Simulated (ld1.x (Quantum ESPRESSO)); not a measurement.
# What one change does to a pseudopotential (germanium (Ge), ultrasoft)

- Element: Ge
- Generator: ld1.x (Quantum ESPRESSO) 7.5
- Type: ultrasoft
- Functional: LDA (PZ)
- Relativity: scalar-relativistic
- Frozen core: [Ar] 3d10
- Valence charge: 4
- Reference configuration: 4s2 4p2
- Partial waves: 4s (bound): rcut 1.65, rcutus 1.80 bohr; 4s channel at 1.7 Ry: rcut 1.65, rcutus 1.80 bohr; 4p (bound): rcut 1.90, rcutus 2.35 bohr; 4p channel at 0.1 Ry: rcut 1.90, rcutus 2.35 bohr
- Local potential: all-electron potential smoothed inside 1.40 bohr (lloc = -1)
- Core correction: none
- Augmentation charge: PSQ, radius 1.25 bohr

Change: waves 4p (bound): rcut 1.90, rcutus 3.60 bohr; 4p channel at 0.1 Ry: rcut 1.90, rcutus 3.60 bohr.

Cutoffs: the cutoffs (Ry, on a coarse ladder) from which the occupation-weighted sum of valence levels, in a spherical-Bessel basis at the reference potential, stays within 10 and 1 mRy of its value at 400 Ry; they do not see the model core or the augmentation charge, which bear on the density cutoff. Errors are all-electron minus pseudo energies relative to the spin-unpolarised reference configuration.

Question: What does the change do?

Answer: The potential gets softer (10 Ry and 15 Ry → 8 Ry and 12 Ry); the number of tests with a reliable result goes from 9 to 0 (the test run of the changed file stopped, so its transferability is not established); neither file shows a bound ghost. A larger radius leaves more room for a smooth pseudo-wave, so fewer plane waves are needed.

```tsv
quantity	base	changed
cutoff, loose	10 Ry	8 Ry
cutoff, tight	15 Ry	12 Ry
bound ghosts	none	none
tests with a reliable result	9 of 9	0 of 9 (the test run stopped)
lowest overlap eigenvalue by channel	s 0.38, p 0.61	s 0.38, p 0.48
```
